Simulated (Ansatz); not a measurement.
Ansatz (a first-principles code) input:

Ansatz 0.2 input:
```yaml
crystal:
  periodic: [false, false, false]
  atoms:
    - {symbol: C, position_ang: [-3.13261594, -0.62674951, 0.24000424]}
    - {symbol: O, position_ang: [-2.04963595, 0.24163908, -0.02318899]}
    - {symbol: Al, position_ang: [-0.38576496, 0.11668070, -0.02405405]}
    - {symbol: Br, position_ang: [0.83658969, 1.91645348, -0.54777356]}
    - {symbol: Br, position_ang: [0.60626056, -1.83465146, 0.49443730]}
    - {symbol: H, position_ang: [-2.79688348, -1.63189345, 0.51081357]}
    - {symbol: H, position_ang: [-3.76575679, -0.69652037, -0.64707024]}
    - {symbol: H, position_ang: [-3.72939102, -0.22412167, 1.06121478]}
basis:
  gaussian:
    orbitals: def2-TZVPD
hamiltonian:
  xc: {name: B3LYP}
total_charge: 1
magnetization: {spin_polarized: true, initial_magnetization: 1}
```

### Question
Predict the final energy.

### Answer
-5505.81959 Eh (B3LYP/def2-TZVPD). The basis has 261 functions.

This state (charge 1, doublet) is run at the relaxed geometry of the species with charge 0 and multiplicity 1.
